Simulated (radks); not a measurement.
Results of a calculation; reference values are marked as such.
Valence configurations of Tl3+ (all share [Xe]). Code: a radial shooting solver on a logarithmic mesh with Libxc functionals. Model: scalar-relativistic Kohn-Sham, r2SCAN, spin-polarised, spherical densities, finite nucleus; open shells are filled with parallel spins first (spin-orbit coupling, left out, can overturn this in heavy ions); meta-GGA in the generalised Kohn-Sham scheme; Fermi nuclear charge, rms radius 5.4759 fm. Energies are relative to 4f14 5d10; eigenvalues in eV for spin up.

| valence | E (eV) | moment (Bohr magnetons) | e(4f) | e(5d) | e(6p) | e(6s) |
|---|---|---|---|---|---|---|
| 4f14 5d10 | 0.000 | 0 | -144.58 | -44.696 | - | - |
| 4f13 5d10 6s1 | 116.93 | 2 | -163.25 | -50.225 | - | -37.767 |
| 4f14 5d8 6p2 | 44.187 | 4 | -157.56 | -55.230 | -29.453 | - |
| 4f14 5d9 6p1 | 21.522 | 2 | -151.10 | -50.054 | -26.795 | - |
| 4f14 5d9.5 6p0.5 | 10.645 | 1 | -147.85 | -47.406 | -25.310 | - |
| 4f14 5d9 6s1 | 10.006 | 2 | -149.41 | -48.656 | - | -37.514 |
| 4f14 5d9.5 6s0.5 | 5.079 | 1 | -147.00 | -46.696 | - | -35.971 |
| 4f14 5d8 6s1 6p1 | 31.998 | 4 | -155.93 | -53.891 | -28.616 | -40.938 |
| 4f12 5d10 6p2 | 272.72 | 4 | -185.93 | -58.707 | -29.925 | - |
| 4f13 5d10 6p1 | 128.51 | 2 | -164.96 | -51.653 | -26.988 | - |

NIST lists [Xe] 4f14 5d10 as the ground configuration; this level of theory agrees among the configurations tried. The energies are those of spherical high-spin densities, not of single terms.
